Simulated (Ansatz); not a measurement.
Input file for AlBH$_{4}$OSiTe, SMILES `O[B]1[SiH2][Al]1[TeH]`:

```yaml
crystal:
  periodic: [false, false, false]
  atoms:
    - {symbol: O, position_ang: [2.366978, 0.719984, -0.693410]}
    - {symbol: B, position_ang: [1.237796, 0.090134, -0.322245]}
    - {symbol: Si, position_ang: [0.420735, -1.667386, -0.540778]}
    - {symbol: Al, position_ang: [-0.833574, 0.277280, -0.024118]}
    - {symbol: Te, position_ang: [-3.157478, 0.996092, 0.739930]}
    - {symbol: H, position_ang: [2.331609, 1.676069, -0.615411]}
    - {symbol: H, position_ang: [-0.474271, -1.432404, 0.724541]}
    - {symbol: H, position_ang: [0.697134, -3.140631, -0.528075]}
    - {symbol: H, position_ang: [-2.500528, 2.434563, 1.242465]}
basis:
  gaussian: {orbitals: def2-TZVPP}
correlation: {method: ccsd_t}
output: {orbitals: {seedname: orbitals}}
```

```sh
$ ansatz run in.yaml --threads 4 --pin off --events-out ev --progress --plain
```

Log, shortened:

```
Functional definition: HF
1683 factors; integrals over basis functions are off by at most 1.1e-3 eV
mean field evaluation 1: about -24480.5144 eV, gradient 3.6e1 eV
mean field evaluation 2: about -24480.8434 eV, gradient 3.6e1 eV
mean field evaluation 4: about -24484.2511 eV, gradient 4.1e0 eV
mean field evaluation 8: about -24484.3772 eV, gradient 4.9e-1 eV
mean field evaluation 16: about -24484.3805 eV, gradient 1.9e-6 eV
mean field -24484.38050121 eV, -899.7843873102 hartree, gradient 1.9e-6 eV, S^2 0.000000; 0 other end points of the search recorded, 0 dependent functions left out
16 core orbitals not correlated: weight in the atoms' cores, before any rotation towards them, 1.000 or more for the frozen orbitals, at most 0.000 for the correlated occupied ones
reference -24484.38050121 eV, -899.7843873102 hartree; 18, 18 occupied and 218, 218 virtual orbitals, 1683 factors
second order -27.30210376 eV of doubles, -0.00000000 eV of singles
cycle   1  -26.72085595 eV  change    5.8e-1 eV  update   1.3e-1
cycle   2  -27.43717811 eV  change   -7.2e-1 eV  update   3.9e-2
cycle   3  -27.56951188 eV  change   -1.3e-1 eV  update   2.2e-2
cycle   4  -27.54150896 eV  change    2.8e-2 eV  update   6.4e-3
cycle   5  -27.53716795 eV  change    4.3e-3 eV  update   3.3e-3
cycle   6  -27.53923680 eV  change   -2.1e-3 eV  update   1.2e-3
cycle   7  -27.53843586 eV  change    8.0e-4 eV  update   5.6e-4
cycle   8  -27.53807662 eV  change    3.6e-4 eV  update   2.2e-4
cycle   9  -27.53826928 eV  change   -1.9e-4 eV  update   1.1e-4
cycle  10  -27.53831394 eV  change   -4.5e-5 eV  update   3.8e-5
perturbative correction -1.08315305 eV, -0.0398051402 hartree
Total energy: -24513.00196820 eV, -900.8362068217 hartree
```

Hardware: 4 threads of a server CPU on a shared host. Wall time 49 s, peak host memory 6 GiB.

The correlation energy is -28.621 eV, 3.8 % of it from (T); the T1 diagnostic reads 0.0152.
